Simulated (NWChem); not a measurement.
Species: MoH₆; SMILES [MoH6]

```xyz
7

Mo     0.0000     0.0000     0.0000
H      1.1497     0.9664    -1.0069
H      0.0866    -1.3518    -1.1978
H     -0.0866     1.3518     1.1978
H     -1.3931     0.7136    -0.9054
H      1.3931    -0.7136     0.9054
H     -1.1497    -0.9664     1.0069
```
Atoms are numbered in this order, from 1.

Level: PBE0/def2-SVP with def2 effective core potentials on Mo (NWChem), optimised geometry, unscaled harmonic frequencies. def2 effective core potentials on Mo; no spin-orbit coupling.

```json
[
 {"frequency (cm⁻¹)": "246", "IR intensity (km/mol)": "0.0"},
 {"frequency (cm⁻¹)": "247", "IR intensity (km/mol)": "0.0"},
 {"frequency (cm⁻¹)": "248", "IR intensity (km/mol)": "0.0"},
 {"frequency (cm⁻¹)": "1752", "IR intensity (km/mol)": "419.7"},
 {"frequency (cm⁻¹)": "1753", "IR intensity (km/mol)": "419.2"},
 {"frequency (cm⁻¹)": "1754", "IR intensity (km/mol)": "416.8"},
 {"frequency (cm⁻¹)": "1867", "IR intensity (km/mol)": "0.0"},
 {"frequency (cm⁻¹)": "1876", "IR intensity (km/mol)": "0.0"},
 {"frequency (cm⁻¹)": "1876", "IR intensity (km/mol)": "0.0"},
 {"frequency (cm⁻¹)": "2098", "IR intensity (km/mol)": "0.0"},
 {"frequency (cm⁻¹)": "2099", "IR intensity (km/mol)": "0.0"},
 {"frequency (cm⁻¹)": "2101", "IR intensity (km/mol)": "0.0"},
 {"frequency (cm⁻¹)": "2619", "IR intensity (km/mol)": "3115.3"},
 {"frequency (cm⁻¹)": "2621", "IR intensity (km/mol)": "3125.0"},
 {"frequency (cm⁻¹)": "2623", "IR intensity (km/mol)": "3137.2"}
]
```

```
Quantity                                                                            Value
-----------------------------------------------------------------------  ----------------
zero-point energy                                                           36.8 kcal/mol
thermal correction to the enthalpy at 298.15 K (with zero-point energy)     40.1 kcal/mol
heat capacity Cv                                                         11.4 cal/(mol K)
entropy at 298.15 K and 1 atm (symmetry number 24)                       58.0 cal/(mol K)
```

Rigid rotor and harmonic oscillator.
